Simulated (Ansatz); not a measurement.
System: ZnS, net charge 0, singlet state. 
Structure (B3LYP-D3(BJ)/def2-TZVP (Ansatz, an electronic-structure program) minimum search):
```
Zn
S 1 2.0782
```
Charge 0, spin multiplicity 1.

Quantity: vertical ionisation energy (to the doublet state of charge +1; each state is the SCF solution reached for its spin; for the singlet the Hartree-Fock reference is unstable and T1 is 0.024), in eV. Correlated levels leave the core frozen unless marked. UHF or UKS for open shells. No spin-orbit coupling. The frozen core is the preceding noble-gas configuration, with the filled d and f shells of earlier blocks. Non-relativistic. CBS marks a two-point X^-3 extrapolation of the correlation energy; Hartree-Fock from the larger set.

| level | program | vertical ionisation energy (eV) |
|---|---|---|
| SVWN5/def2-TZVPD | Ansatz | 9.06 |
| PBE/def2-TZVPD | Ansatz | 8.73 |
| r2SCAN/def2-TZVPD | Ansatz | 8.60 |
| B3LYP/def2-TZVPD | Ansatz | 8.67 |
| PBE0/def2-TZVPD | Ansatz | 8.50 |
| BHLYP/def2-TZVPD | Ansatz | 8.25 |
| CAM-B3LYP/def2-TZVPD | Ansatz | 8.54 |
| wB97M-V/def2-TZVPD | Ansatz | 8.48 |
| wB97X-V/def2-TZVPD | Ansatz | 8.40 |
| CCSD/def2-SVPD | Ansatz | 8.15 |
| CCSD/def2-TZVPPD | Ansatz | 8.31 |
| CCSD/def2-QZVPPD | Ansatz | 8.40 |
| CCSD/CBS(def2-TZVPPD,def2-QZVPPD) | Ansatz | 8.48 |
| CCSD(T)/def2-SVPD | Ansatz | 8.31 |
| CCSD(T)/def2-TZVPPD | Ansatz | 8.51 |
| CCSD(T)/def2-QZVPPD | Ansatz | 8.63 |
| CCSD(T)/CBS(def2-TZVPPD,def2-QZVPPD) | Ansatz | 8.72 |
